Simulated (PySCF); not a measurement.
Compound: C5H15NSi2.
Bonds: C1–N2, N2–Si3, Si3–Si4, N2–C5, C5–C6, C6–C7, C7–C8, C5–C8. Hydrogens: H9, H10, H11 on C1; H12, H13 on Si3; H14, H15, H16 on Si4; H17 on C5; H18, H19 on C6; H20, H21 on C7; H22, H23 on C8.

The same species was optimised twice, with GFN2-xTB and with PBE0-D3(BJ)/def2-SVP (PySCF), and the same property calculations (PySCF, gas phase) were run on both structures.

```
       coordinate  GFN2-xTB  PBE0-D3(BJ)/def2-SVP  change
      Si3–Si4 (Å)     2.299                 2.346  +0.047
       N2–Si3 (Å)     1.723                 1.742  +0.019
        C6–C7 (Å)     1.534                 1.540  +0.006
        C7–C8 (Å)     1.535                 1.540  +0.005
        C5–C8 (Å)     1.535                 1.538  +0.003
        C5–C6 (Å)     1.547                 1.550  +0.003
        N2–C5 (Å)     1.436                 1.439  +0.003
        C1–N2 (Å)     1.444                 1.443  -0.001
     N2–C5–C6 (°)     117.9                 120.9    +3.0
     C1–N2–C5 (°)     110.9                 113.0    +2.1
    Si3–N2–C5 (°)     123.8                 122.0    -1.8
     C5–C6–C7 (°)      88.7                  87.6    -1.1
     C5–C8–C7 (°)      89.1                  88.0    -1.1
     C6–C7–C8 (°)      89.3                  88.4    -0.9
     C6–C5–C8 (°)      88.8                  88.1    -0.7
   N2–Si3–Si4 (°)     110.6                 110.0    -0.6
C1–N2–Si3–Si4 (°)       -19                   -19       0
  C1–N2–C5–C6 (°)       -74                   -72      +2
```

Rotational constants: A = 3213, B = 707.3, C = 632.7 MHz (GFN2-xTB) against A = 3238, B = 688.7, C = 612.9 MHz (PBE0-D3(BJ)/def2-SVP). Point groups within 0.08 Å: C1 and C1.

On the GFN2-xTB structure: HOMO (eV) -6.17 [PBE0/pcSseg-1]; LUMO (eV) 0.19 [PBE0/pcSseg-1]; dipole (D) 1.21 [PBE0/pcSseg-1]; GIAO shielding of C1 (ppm) 145.5 [PBE0/pcSseg-1]; GIAO shielding of N2 (ppm) 241.9 [PBE0/pcSseg-1]; GIAO shielding of Si3 (ppm) 405.0 [PBE0/pcSseg-1]; GIAO shielding of Si4 (ppm) 470.7 [PBE0/pcSseg-1]; GIAO shielding of C5 (ppm) 128.5 [PBE0/pcSseg-1]; GIAO shielding of C6/C8 (mean) (ppm) 157.1 [PBE0/pcSseg-1]; GIAO shielding of C7 (ppm) 172.0 [PBE0/pcSseg-1].

Q: What do these properties become on the PBE0-D3(BJ)/def2-SVP structure?

A: 
```
                                    property          level  on GFN2-xTB  on PBE0-D3(BJ)/def2-SVP  change
                                   HOMO (eV)  PBE0/pcSseg-1        -6.17                    -6.26   -0.09
                                   LUMO (eV)  PBE0/pcSseg-1         0.19                     0.31   +0.12
                                  dipole (D)  PBE0/pcSseg-1         1.21                     1.31   +0.10
energy, GFN2-xTB geometry as zero (kcal/mol)  PBE0/pcSseg-1          0.0                     -3.2    -3.2
                  GIAO shielding of C1 (ppm)  PBE0/pcSseg-1        145.5                    144.9    -0.6
                  GIAO shielding of N2 (ppm)  PBE0/pcSseg-1        241.9                    236.6    -5.3
                 GIAO shielding of Si3 (ppm)  PBE0/pcSseg-1        405.0                    403.4    -1.6
                 GIAO shielding of Si4 (ppm)  PBE0/pcSseg-1        470.7                    460.0   -10.7
                  GIAO shielding of C5 (ppm)  PBE0/pcSseg-1        128.5                    125.9    -2.6
        GIAO shielding of C6/C8 (mean) (ppm)  PBE0/pcSseg-1        157.1                    152.8    -4.3
                  GIAO shielding of C7 (ppm)  PBE0/pcSseg-1        172.0                    167.8    -4.2
```

The heavy atoms differ by 0.084 Å rms after alignment. Among bonds between heavy atoms Si3–Si4 changes most (+0.047 Å). Changes are differences of the printed values. Neither structure is proved a minimum here.

Conformer computed: `[CH3:1][N:2]([SiH2:3][SiH3:4])[CH:5]1[CH2:6][CH2:7][CH2:8]1`: C1–N2–Si3–Si4 -19°, C1–N2–C5–C6 -72°.
